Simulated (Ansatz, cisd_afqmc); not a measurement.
System: Zn, charge 0, singlet.

Total energies in def2-QZVPP, 12 correlated electrons, 9 frozen orbitals. Radicals and triplets start from unrestricted determinants; spin-orbit coupling is neglected. Cores are frozen in correlated methods (noble-gas shells, and filled d and f shells in the p block). No relativity. AFQMC/CISD: phaseless, guided by CISD from CCSD amplitudes; bars are statistical, one sigma. Outlying blocks are dropped, and bars are widened where a walk drifts. Over all cases where full CI ran beside it in this data, AFQMC minus full CI had a median of +0.1 mEh and passed +0.4 mEh in a tenth of the cases.

```tsv
method	program	energy (Eh)	minus CCSDT(Q) (mEh)
HF	Ansatz	-1777.84717	497.20
MP2	Ansatz	-1778.37171	-27.34
CCSD	Ansatz	-1778.32831	16.06
CCSD(T)	Ansatz	-1778.34594	-1.57
CCSDT(Q)	Ansatz	-1778.34438	0.00
AFQMC/CISD	cisd_afqmc	-1778.3443 ± 0.0004	0.1 ± 0.4
```

Ansatz is a first-principles code.
